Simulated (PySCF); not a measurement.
ZnS⁺ at UHF-CCSD(T)

Level: UHF-CCSD(T). basis Zn def2-SVP, S def2-SVP; no relativity; PySCF 2.14.

- state: ²Π (doublet), unpaired electrons π ↑
- bond length: 2.203 Å
- harmonic wavenumber: 379 cm⁻¹
- force constant: 1.80 mdyn/Å
- rotational constant Be: 0.1630 cm⁻¹
- anharmonicity ωexe: 2.11 cm⁻¹
- vibration–rotation constant αe: 0.000999 cm⁻¹
- well depth De to Zn⁺ + S: 159 kJ/mol
- dissociation energy D0: 156 kJ/mol

Correlated steps freeze 10 core orbitals. Correlated levels converge slowly with the basis: in double zeta they bind strong bonds too weakly, by up to about 1 eV, and carry superposition errors of some tenths. For an ion De counts to the pair picked by the measured ionisation energies or electron affinities, which need not be the lowest pair at this level. The state was picked by a PBE0 search and need not be the measured ground state.
